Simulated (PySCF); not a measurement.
Molecule: `S1C=NC(/C=N\[H])=N1`, C$_{3}$H$_{3}$N$_{3}$S.

Geometry (Å), atoms numbered from 1 in this order:
```xyz
10

N     2.218    0.914   -0.093
C     1.598   -0.166   -0.266
C     0.150   -0.348   -0.193
N    -0.676    0.693    0.083
C    -1.895    0.286    0.092
S    -2.017   -1.412   -0.245
N    -0.407   -1.521   -0.389
H     1.614    1.710    0.115
H     2.167   -1.062   -0.493
H    -2.743    0.910    0.283
```

Frames of a GFN2-xTB Langevin trajectory at 200 K; GIAO PBE0/pcSseg-1 shieldings in PySCF, gas phase, non-relativistic; equivalent atoms averaged within each frame.

Chemical shifts δ = σref − σ; NH3 for ¹⁵N (σref 267.73); ¹³C (σref 186.93), ¹H (σref 31.72) vs TMS; ³³S (σref 503.73) against CS2, all at this level. The references are static minima.

How do the shifts (ppm) fluctuate along the trajectory?

Answers


```tsv
time (fs)	N1	N4	N7	C5	C3	C2	S6	H8	H10	H9
optimised geometry	377.9	334.7	325.5	180.1	172.4	163.7	443	13.03	9.44	8.82
250	381.4	340.1	332.5	181.6	179.4	159.8	463	12.89	10.06	9.15
425	372.5	335.3	327.9	178.5	169.6	159.1	437	12.60	9.36	9.17
625	396.4	341.4	298.5	176.5	168.9	174.5	442	12.36	9.32	8.99
800	387.6	338.0	330.8	187.2	174.8	164.8	476	12.83	9.66	8.73
1000	401.5	345.1	306.9	172.4	168.2	163.7	410	13.78	9.85	8.94
mean of frames	387.9	340.0	319.3	179.2	172.2	164.4	446	12.89	9.65	9.00
standard deviation	11.6	3.7	15.5	5.6	4.8	6.2	25	0.54	0.32	0.18
```

5 frames give an uncertainty of the mean of about the standard deviation over 2.2 at best, since frames this close in time may not be independent; classical motion lacks zero-point vibration, and the reference would need the same averaging.
